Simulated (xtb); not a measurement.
C3H8O2Si, SMILES C[C@H]1OC[Si@@H]1O. All values are semi-empirical tight-binding results from xtb (GFN2-xTB unless named), good for trends rather than for accurate numbers. Coordinates come from a GFN2-xTB optimisation. The structure was generated by enumeration; whether it is a known compound was not checked. One conformer was computed; it need not be the lowest.

```json
{
 "orbital_gap": "5.06 eV",
 "dipole_moment": "1.94 D",
 "zero_point_energy": "66.8 kcal/mol",
 "G − E(el) at 298.15 K (modified RRHO)": "46.8 kcal/mol",
 "static polarisability (D4 model)": "71.1 bohr³",
 "solvation energy, GFN2-xTB/ALPB(water)": "-6.6 kcal/mol",
 "solvation energy, GFN2-xTB/ALPB(octanol)": "-7.1 kcal/mol"
}
```
